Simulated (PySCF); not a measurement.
(E)-2-chlorobut-2-ene (C4H7Cl), SMILES Cl/C(=C/C)C. Geometry: B3LYP-D3(BJ)/def2-SVP.

Computed equilibrium geometry at B3LYP-D3(BJ)/def2-SVP (PySCF confirms it by a frequency run) as Cartesian coordinates in Å, and its point group:
point group Cs.
```xyz
12

C      0.3618     2.4246     0.0000
C      0.7033     0.9647     0.0000
C     -0.1629    -0.0565     0.0000
C     -1.6590    -0.0186     0.0000
Cl     0.4741    -1.7059     0.0000
H      0.7926     2.9258     0.8841
H     -0.7203     2.6146     0.0000
H      0.7926     2.9258    -0.8841
H      1.7689     0.7149     0.0000
H     -2.0576    -0.5390     0.8861
H     -2.0576    -0.5390    -0.8861
H     -2.0375     1.0123     0.0000
```
Charge 0, spin multiplicity 1.
